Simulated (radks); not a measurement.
Initial-state core-level shifts of the chromium ion Cr3+ when its valence configuration changes from [Ar] 3d3. Calculated with a radial shooting solver on a logarithmic mesh with Libxc functionals: non-relativistic Kohn-Sham, SCAN, spin-polarised, spherical densities, point nucleus; open shells are filled with parallel spins first; meta-GGA in the generalised Kohn-Sham scheme. Shifts are changes of the shell-averaged eigenvalues in eV (positive: less bound); the change of the density at the nucleus, which sets a Mossbauer isomer shift, is in e/bohr^3, on a base of 9316.

| valence | 1s | 2p | 3s | 3p | density at nucleus |
|---|---|---|---|---|---|
| 3d2.5 4p0.5 | -5.073 | -5.619 | -4.590 | -4.439 | +1.2968 |
| 3d1.5 4p1.5 | -15.656 | -17.407 | -13.835 | -13.386 | +4.2351 |
| 3d2.5 4s0.5 | -4.540 | -5.097 | -4.054 | -3.910 | +5.2390 |
| 3d2 4p1 | -10.280 | -11.406 | -9.194 | -8.893 | +2.7038 |
| 3d1 4p2 | -21.203 | -23.611 | -18.506 | -17.913 | +5.8859 |
| 3d2 4s0.5 4p0.5 | -9.753 | -10.891 | -8.670 | -8.376 | +6.7536 |
